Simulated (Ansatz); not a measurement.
`[OH][Al]1[CH]=N[SiH2]1` + H₂ → `[CH]1=N[SiH2][AlH]1` + H₂O at 600 K and 1 bar (hydrogenolysis of the Al–O bond).

Isolated molecules relaxed with PBE0-D4/def2-TZVP in Ansatz; ΔE leaves out vibrations. CBS: MP2 limit from def2 TZ/QZ plus the TZ coupled-cluster correction, frozen cores. This one scheme is used for every species. One conformer a species, not always the lowest.

```tsv
species	CCSD(T)/CBS energy (Eh)	H − E (kJ/mol)	S (J/(mol·K))
`[OH][Al]1[CH]=N[SiH2]1`	-701.44965	193.8	431.9
H₂	-1.17544	43.9	150.8
`[CH]1=N[SiH2][AlH]1`	-626.19635	164.6	390.6
H₂O	-76.37941	76.8	212.8
```

H − E and S are ideal-gas, rigid-rotor, harmonic terms from PBE0-D4/def2-TZVP, for one conformer and one mirror image of each species. The MP2-based limit puts H₂ 0.8 mEh under its directly extrapolated value; such offsets cancel only in part. 1 Eh = 2625.50 kJ/mol, R = 8.31446 J/(mol·K).

Q: By hand: ΔE, ΔH, ΔS and ΔG.

A: ΔE = (-626.19635) + (-76.37941) − (-701.44965) − (-1.17544) = 0.04933 Eh = 129.5 kJ/mol. Δ(H − E) = 164.6 + 76.8 − 193.8 − 43.9 = 3.7, so ΔH = 133.2 kJ/mol. ΔS = 390.6 + 212.8 − 431.9 − 150.8 = 20.7 J/(mol·K). ΔG = 133.2 − 600 × (20.7)/1000 = 120.8 kJ/mol.

Q: By hand: the equilibrium constant, and the temperature at which ΔG would vanish if ΔH and ΔS stayed fixed.

A: log₁₀ K = −ΔG/(RT ln 10) = -10.5. ΔG = 0 at ΔH/ΔS = 6435 K, far beyond where these terms or the molecules hold.

ΔH outweighs TΔS. A doubt of 5 kJ/mol in ΔE shifts log₁₀ K by 0.4 here. Other conformers and mirror images would add mixing entropy, several J/(mol·K) or more a flexible species. These are equilibria of isolated gas molecules and say nothing of rates. Largest T1 diagnostic: 0.017 (customary marks: 0.02 for closed shells, 0.045 for open ones).
